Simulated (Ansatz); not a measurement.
Ansatz (a first-principles code) input (B2GP-PLYP/def2-TZVPD):

Ansatz 0.2 input:
```yaml
crystal:
  periodic: [false, false, false]
  atoms:
    - {symbol: B, position_ang: [0.05168130, -0.00048357, 0.02864245]}
    - {symbol: F, position_ang: [0.04936520, -0.05789174, 1.37502828]}
    - {symbol: C, position_ang: [1.42255449, 0.04837488, -0.65913642]}
    - {symbol: C, position_ang: [-1.33619577, 0.01055262, -0.69477844]}
    - {symbol: H, position_ang: [1.53666875, 0.09589565, -1.73608864]}
    - {symbol: H, position_ang: [2.35243312, 0.03780693, -0.09996896]}
    - {symbol: H, position_ang: [-1.93422128, 0.86139863, -0.35153457]}
    - {symbol: H, position_ang: [-1.90934415, -0.88308110, -0.42587416]}
    - {symbol: H, position_ang: [-1.26638207, 0.05785843, -1.78151123]}
basis:
  gaussian:
    orbitals: def2-TZVPD
hamiltonian:
  xc: {name: B2GP-PLYP}
magnetization: {spin_polarized: true, initial_magnetization: 1}
correlation: {electrons: outside_noble_gas}
```

End of the output:

```
integrals: 0.35 GiB planned
1330 factors; integrals over basis functions are off by at most 1.3e-3 eV
mean field: 1.35 GiB planned
mean field evaluation 1: about -5535.0006 eV, gradient 3.0e1 eV
mean field evaluation 2: about -5535.0218 eV, gradient 3.0e1 eV
mean field evaluation 4: about -5538.8309 eV, gradient 2.7e0 eV
mean field evaluation 8: about -5538.8622 eV, gradient 2.2e-1 eV
mean field evaluation 16: about -5538.8628 eV, gradient 2.1e-4 eV
mean field -5538.86276785 eV, -203.5494523423 hartree, gradient 2.0e-6 eV, S^2 0.754987; 0 other end points of the search recorded, 0 dependent functions left out
4 core orbitals not correlated
reference -5538.86289573 eV, -203.5494570421 hartree; 12, 11 occupied and 180, 181 virtual orbitals, 1330 factors
second order -20.29069695 eV of doubles, -0.00000000 eV of singles
Total energy: -5546.16754664 eV, -203.8178980116 hartree
```

It need not be the lowest isomer of its formula.
